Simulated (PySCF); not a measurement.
PySCF job for B(Cl)(F)(OAc) (C₂H₃BClFO₂), SMILES CC(=O)OB(F)Cl, ωB97X-D3(BJ)/def2-SVP. 

```python
import numpy as np
from pyscf import gto, scf, dft
from pyscf.geomopt import geometric_solver

mol = gto.M(
    atom='''
    B     0.72935744    0.42922388    0.61692579
    Cl    0.18313770   -0.60276822    1.86957022
    F     1.72767550    1.26197939    0.87283869
    O     0.29295753    0.44855275   -0.65734297
    C    -0.81277441   -0.14280976   -1.22514250
    C    -0.66231652   -0.21269060   -2.71058391
    O    -1.74526737   -0.50459379   -0.58006672
    H    -1.56027238   -0.63339135   -3.15204636
    H     0.20028274   -0.82820834   -2.95669835
    H    -0.48019355    0.78605608   -3.10049048
    ''',
    basis='def2-SVP',
    charge=0,
    spin=0,
    max_memory=1600,
    verbose=3,
)
mf = dft.RKS(mol, xc='wb97x-d3bj').density_fit(auxbasis='def2-universal-jkfit')
mf.grids.level = 3
mf.conv_tol = 1e-9
mf.max_cycle = 100
mf.kernel()
grad = mf.nuc_grad_method()
grad.grid_response = mol.nao <= 150
conv, mol_eq = geometric_solver.kernel(grad, convergence_set='GAU_TIGHT', maxsteps=100)
print(mol_eq.tostring(format='xyz'))
mf.reset(mol_eq)
mf.kernel()
```

Log of the run:

```
[...]
   F   1.569110   1.248626   1.120209    0.053519 -0.042644 -0.017442
   O   0.328852   0.522888  -0.663235    0.006417 -0.002723 -0.001916
   C  -0.822935   0.040946  -1.248633   -0.005949 -0.002076  0.020327
   C  -0.607579  -0.240260  -2.707566   -0.047040  0.041062  0.004616
   O  -1.839218  -0.081801  -0.636151    0.014295 -0.032053  0.049434
   H  -1.551090  -0.560394  -3.164637   -0.057182  0.040957  0.025043
   H   0.155660  -1.025632  -2.818580   -0.038660  0.054206 -0.040983
   H  -0.224586   0.663296  -3.204541   -0.075325  0.060637  0.017033
converged SCF energy = -813.206586492586
--------------- DFRKS_Scanner gradients ---------------
         x                y                z
0 B     0.0000657275     0.0000627363    -0.0001065629
1 Cl     0.0000050072     0.0000056918     0.0000190306
2 F     0.0000013568     0.0000078521     0.0000626349
3 O    -0.0002739559    -0.0002286534    -0.0000323020
4 C     0.0003601733     0.0001717820    -0.0000578763
5 C    -0.0000158827     0.0000646601     0.0000409283
6 O    -0.0001593768    -0.0000501770     0.0000780201
7 H     0.0000041227    -0.0000070421     0.0000057048
8 H     0.0000066215    -0.0000138903     0.0000026763
9 H     0.0000062351    -0.0000129817    -0.0000123275
----------------------------------------------
cycle 41: E = -813.206586493  dE = -1.91343e-06  norm(grad) = 0.000596486
Step   40 : Displace = 1.922e-03/3.747e-03 (rms/max) Trust = 2.087e-03 (x) Grad = 1.886e-04/4.026e-04 (rms/max) E (change) = -813.2065864926 (-2.367e-07) Quality = 0.324
Hessian Eigenvalues: 4.21866e-05 8.67047e-04 1.06463e-03 ... 7.02498e-01 8.48696e-01 1.24519e+00

Geometry optimization cycle 42
Cartesian coordinates (Angstrom)
 Atom        New coordinates             dX        dY        dZ
   B   0.710511   0.367419   0.637719    0.011000 -0.010483 -0.004041
  Cl   0.188836  -0.964109   1.645670    0.023687 -0.022784 -0.013464
   F   1.580498   1.236633   1.118174    0.011388 -0.011993 -0.002036
   O   0.329511   0.523911  -0.662944    0.000659  0.001022  0.000291
   C  -0.824602   0.041428  -1.243901   -0.001667  0.000482  0.004731
   C  -0.617999  -0.229579  -2.706050   -0.010420  0.010681  0.001515
   O  -1.836199  -0.088784  -0.625378    0.003019 -0.006983  0.010773
   H  -1.563496  -0.549670  -3.159039   -0.012406  0.010724  0.005598
   H   0.146957  -1.011763  -2.827234   -0.008703  0.013869 -0.008655
   H  -0.241114   0.678472  -3.199504   -0.016528  0.015176  0.005037
converged SCF energy = -813.206586808063
--------------- DFRKS_Scanner gradients ---------------
         x                y                z
0 B     0.0000327200     0.0000382694    -0.0000545154
1 Cl     0.0000045088    -0.0000011197     0.0000012667
2 F     0.0000020325     0.0000044529     0.0000368410
3 O    -0.0001549948    -0.0001284218    -0.0000173267
4 C     0.0001992505     0.0000987900    -0.0000216639
5 C    -0.0000085301     0.0000360269     0.0000200881
6 O    -0.0000879922    -0.0000275161     0.0000405944
7 H     0.0000023321    -0.0000042935     0.0000030148
8 H     0.0000051372    -0.0000095338     0.0000004428
9 H     0.0000055195    -0.0000066152    -0.0000087144
----------------------------------------------
cycle 42: E = -813.206586808  dE = -3.15477e-07  norm(grad) = 0.00033148
Step   41 : Displace = 2.035e-03/4.265e-03 (rms/max) Trust = 2.087e-03 (=) Grad = 1.048e-04/2.225e-04 (rms/max) E (change) = -813.2065868081 (-3.155e-07) Quality = 1.014
Hessian Eigenvalues: 3.56668e-05 8.71165e-04 1.01683e-03 ... 6.95013e-01 8.35074e-01 1.18275e+00

Geometry optimization cycle 43
Cartesian coordinates (Angstrom)
 Atom        New coordinates             dX        dY        dZ
   B   0.723179   0.354649   0.633269    0.012668 -0.012769 -0.004450
  Cl   0.214640  -0.989232   1.631517    0.025804 -0.025122 -0.014153
   F   1.594319   1.221819   1.115304    0.013821 -0.014814 -0.002869
   O   0.330725   0.523592  -0.662448    0.001214 -0.000319  0.000496
   C  -0.826155   0.040946  -1.238467   -0.001554 -0.000481  0.005434
   C  -0.630057  -0.216494  -2.704529   -0.012058  0.013085  0.001521
   O  -1.832141  -0.098648  -0.613044    0.004058 -0.009864  0.012334
   H  -1.577544  -0.537587  -3.152633   -0.014049  0.012083  0.006406
   H   0.138076  -0.993380  -2.838783   -0.008881  0.018384 -0.011548
   H  -0.262105   0.697926  -3.192969   -0.020991  0.019453  0.006535
converged SCF energy = -813.206586683285
--------------- DFRKS_Scanner gradients ---------------
         x                y                z
0 B     0.0000031630    -0.0000035087     0.0000136391
1 Cl     0.0000015759    -0.0000038801    -0.0000057883
2 F    -0.0000040075    -0.0000013219     0.0000021118
3 O    -0.0000098767     0.0000009728    -0.0000107275
4 C     0.0000092047     0.0000030385     0.0000097315
5 C    -0.0000009045     0.0000053867    -0.0000028382
6 O    -0.0000022485    -0.0000000539    -0.0000039507
7 H    -0.0000007975    -0.0000005623    -0.0000004422
8 H     0.0000022366    -0.0000014650    -0.0000002184
9 H     0.0000016632     0.0000013848    -0.0000015346
----------------------------------------------
cycle 43: E = -813.206586683  dE = 1.24778e-07  norm(grad) = 2.75286e-05
Step   42 : Displace = 1.346e-03/1.958e-03 (rms/max) Trust = 2.951e-03 (+) Grad = 8.201e-06/1.552e-05 (rms/max) E (change) = -813.2065866833 (+1.248e-07) Quality = -0.790
Hessian Eigenvalues: 3.53779e-05 8.72523e-04 1.00744e-03 ... 6.94337e-01 8.32979e-01 1.18096e+00

Geometry optimization cycle 44
Cartesian coordinates (Angstrom)
 Atom        New coordinates             dX        dY        dZ
   B   0.723425   0.354389   0.633188    0.000246 -0.000260 -0.000081
  Cl   0.215027  -0.989613   1.631350    0.000387 -0.000381 -0.000167
   F   1.594620   1.221505   1.115228    0.000301 -0.000314 -0.000076
   O   0.330808   0.523489  -0.662453    0.000083 -0.000103 -0.000005
   C  -0.826149   0.040874  -1.238369    0.000007 -0.000072  0.000098
   C  -0.630299  -0.216214  -2.704519   -0.000242  0.000279  0.000010
   O  -1.831999  -0.098947  -0.612781    0.000141 -0.000298  0.000263
   H  -1.577817  -0.537382  -3.152499   -0.000273  0.000205  0.000133
   H   0.137960  -0.992911  -2.839111   -0.000116  0.000469 -0.000329
   H  -0.262639   0.698393  -3.192822   -0.000533  0.000468  0.000147
converged SCF energy = -813.206586679686
--------------- DFRKS_Scanner gradients ---------------
         x                y                z
0 B    -0.0000014064    -0.0000019269     0.0000024074
1 Cl     0.0000007102    -0.0000047673    -0.0000048753
2 F    -0.0000021907    -0.0000005860     0.0000043550
3 O    -0.0000066232     0.0000002114    -0.0000026329
4 C     0.0000118261     0.0000053740     0.0000017361
5 C     0.0000005156     0.0000037871    -0.0000015413
6 O    -0.0000035968    -0.0000025054     0.0000004898
7 H     0.0000001361     0.0000000728     0.0000000012
8 H     0.0000004244     0.0000003581    -0.0000001424
9 H     0.0000002032     0.0000000874     0.0000002103
----------------------------------------------
cycle 44: E = -813.20658668  dE = 3.59853e-09  norm(grad) = 1.84952e-05
Step   43 : Displace = 1.067e-04/2.135e-04 (rms/max) Trust = 6.728e-04 (-) Grad = 4.932e-06/1.217e-05 (rms/max) E (change) = -813.2065866797 (+3.599e-09) Quality = -5.948
Not rejecting step - energy change meets convergence criteria
Hessian Eigenvalues: 3.17077e-05 8.79703e-04 1.02926e-03 ... 6.90403e-01 8.51906e-01 1.18193e+00

Geometry optimization cycle 45
Cartesian coordinates (Angstrom)
 Atom        New coordinates             dX        dY        dZ
   B   0.723982   0.353952   0.632970    0.000556 -0.000437 -0.000218
  Cl   0.216167  -0.990510   1.630820    0.001140 -0.000897 -0.000530
   F   1.595161   1.221068   1.115038    0.000541 -0.000437 -0.000190
   O   0.330914   0.523428  -0.662482    0.000106 -0.000060 -0.000029
   C  -0.826196   0.040836  -1.238144   -0.000048 -0.000038  0.000224
   C  -0.630833  -0.215756  -2.704442   -0.000534  0.000458  0.000077
   O  -1.831796  -0.099309  -0.612232    0.000203 -0.000362  0.000549
   H  -1.578463  -0.536915  -3.152188   -0.000646  0.000467  0.000311
   H   0.137493  -0.992292  -2.839563   -0.000467  0.000619 -0.000451
   H  -0.263489   0.699068  -3.192576   -0.000850  0.000675  0.000246
converged SCF energy = -813.206586669566
--------------- DFRKS_Scanner gradients ---------------
         x                y                z
0 B    -0.0000006499    -0.0000019261     0.0000050272
1 Cl     0.0000001366    -0.0000059375    -0.0000049548
2 F    -0.0000028066    -0.0000001378     0.0000035929
3 O     0.0000050548     0.0000055004     0.0000002786
4 C    -0.0000101652    -0.0000014690    -0.0000005699
5 C     0.0000031172     0.0000024713    -0.0000013926
6 O     0.0000051243    -0.0000002911    -0.0000022231
7 H     0.0000004022     0.0000005880     0.0000002821
8 H    -0.0000000495     0.0000005772    -0.0000003033
9 H    -0.0000001233     0.0000006712     0.0000002508
----------------------------------------------
cycle 45: E = -813.20658667  dE = 1.01201e-08  norm(grad) = 1.79533e-05
Step   44 : Displace = 3.942e-05/6.942e-05 (rms/max) Trust = 5.337e-05 (-) Grad = 4.627e-06/1.109e-05 (rms/max) E (change) = -813.2065866696 (+1.012e-08) Quality = -37.505
Not rejecting step - energy change meets convergence criteria
Hessian Eigenvalues: 3.98774e-05 8.81644e-04 1.03520e-03 ... 7.02463e-01 8.49651e-01 1.26765e+00

Geometry optimization cycle 46
Cartesian coordinates (Angstrom)
 Atom        New coordinates             dX        dY        dZ
   B   0.723847   0.354108   0.633014   -0.000135  0.000156  0.000045
  Cl   0.215904  -0.990220   1.630982   -0.000263  0.000290  0.000163
   F   1.595011   1.221254   1.115056   -0.000151  0.000186  0.000018
   O   0.330895   0.523439  -0.662489   -0.000019  0.000011 -0.000007
   C  -0.826182   0.040848  -1.238204    0.000014  0.000012 -0.000059
   C  -0.630703  -0.215918  -2.704455    0.000130 -0.000162 -0.000013
   O  -1.831853  -0.099171  -0.612372   -0.000056  0.000138 -0.000140
   H  -1.578315  -0.537060  -3.152255    0.000149 -0.000145 -0.000067
   H   0.137578  -0.992527  -2.839416    0.000085 -0.000235  0.000147
   H  -0.263244   0.698823  -3.192658    0.000245 -0.000246 -0.000082
converged SCF energy = -813.206586673799
--------------- DFRKS_Scanner gradients ---------------
         x                y                z
0 B    -0.0000000692    -0.0000008398     0.0000041994
1 Cl     0.0000000042    -0.0000061368    -0.0000043380
2 F    -0.0000030775    -0.0000003530     0.0000035532
3 O     0.0000050276     0.0000050588     0.0000003975
4 C    -0.0000107037    -0.0000034389     0.0000025717
5 C     0.0000030118     0.0000021812    -0.0000015744
6 O     0.0000052704     0.0000018608    -0.0000043846
7 H    -0.0000000080     0.0000003536    -0.0000000649
8 H     0.0000003111     0.0000001440    -0.0000003253
9 H     0.0000002034     0.0000010890    -0.0000000476
----------------------------------------------
cycle 46: E = -813.206586674  dE = -4.23267e-09  norm(grad) = 1.86931e-05
Step   45 : Displace = 1.987e-05/3.138e-05 (rms/max) Trust = 1.971e-05 (-) Grad = 5.018e-06/1.261e-05 (rms/max) E (change) = -813.2065866738 (-4.233e-09) Quality = 38.070
Hessian Eigenvalues: 3.98774e-05 8.81644e-04 1.03520e-03 ... 7.02463e-01 8.49651e-01 1.26765e+00
Converged! =D

10
XYZ from PySCF
B           0.72384670        0.35410776        0.63301414
Cl          0.21590373       -0.99021971        1.63098236
F           1.59501082        1.22125357        1.11505639
O           0.33089523        0.52343913       -0.66248941
C          -0.82618238        0.04084802       -1.23820351
C          -0.63070255       -0.21591831       -2.70445513
O          -1.83185254       -0.09917082       -0.61237209
H          -1.57831451       -0.53705988       -3.15225501
H           0.13757780       -0.99252719       -2.83941573
H          -0.26324367        0.69882254       -3.19265810
converged SCF energy = -813.206586673998
```

Self-consistency was reached.

Cost: very roughly 7 core-minutes.
